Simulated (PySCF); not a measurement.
## C2H4ClNSi: core ionisation energies

C₂H₄ClNSi.
Structure used (PBE0-D3(BJ)/def2-SVP), in Å, numbered top down from 1:
```
atom  x, y, z in Å
N1    -0.8492    2.7303   -0.4561
C2    -0.5493    1.6723   -0.8181
C3    -0.1378    0.3533   -1.2515
Si4    1.7031    0.0061   -0.9557
Cl5    2.8235    1.2667   -2.1351
H6    -0.7193   -0.4128   -0.7101
H7    -0.3521    0.2287   -2.3258
H8     1.9699   -1.4008   -1.3599
H9     2.0413    0.2364    0.4723
```

The calculation used PySCF 2.14.0, delta-SCF UKS SCAN, pcX-2 on the ionised atom, pcseg-1 elsewhere, spin-free X2C. Binding energies are ΔSCF values: E(core-ionised, relaxed orbitals) − E(ground state) at a fixed geometry, referred to the vacuum level.

Task: What binding energy does each computed site have?

Result: 
| atom(s) | bonded to | level | binding energy (eV) | 2p1/2 (eV) | above the level's lowest (eV) | count |
| --- | --- | --- | --- | --- | --- | --- |
| N1 | C (triple bond) | N 1s | 405.15 | – | 0.00 | 1 |
| C2 | N (triple bond) and C | C 1s | 292.55 | – | +0.25 | 1 |
| C3 | C, 2 H and Si | C 1s | 292.30 | – | 0.00 | 1 |
| Si4 | Cl, C and 2 H | Si 2p3/2 | 108.46 | 109.08 | 0.00 | 1 |
| Si4 | Cl, C and 2 H | Si 1s | 1848.33 | – | 0.00 | 1 |
| Cl5 | Si | Cl 2p3/2 | 206.46 | 208.11 | 0.00 | 1 |
| Cl5 | Si | Cl 1s | 2829.05 | – | 0.00 | 1 |

The listed C 1s values span 0.25 eV, from C3 (bonded to C, 2 H and Si) to C2 (bonded to N (triple bond) and C).

Task: Express the binding energy of Cl 2p3/2 of Cl5 in atomic units and per mole.

Result: 206.46 eV = 7.5873 Eh = 19920 kJ/mol.

Task: What is the longest wavelength that can ionise Cl 2p3/2 of Cl5 vertically?

Result: λ = hc/E = 12398.42 eV Å / 206.46 eV = 60.052 Å.

Spin–orbit and ligand-field terms were added within each 2p shell after the spin-free SCF. 2p1/2 minus 2p3/2 (ligand field included): Si 0.63 eV, Cl 1.65 eV. Isolated species at its PBE0-D3(BJ)/def2-SVP geometry (one conformer only).
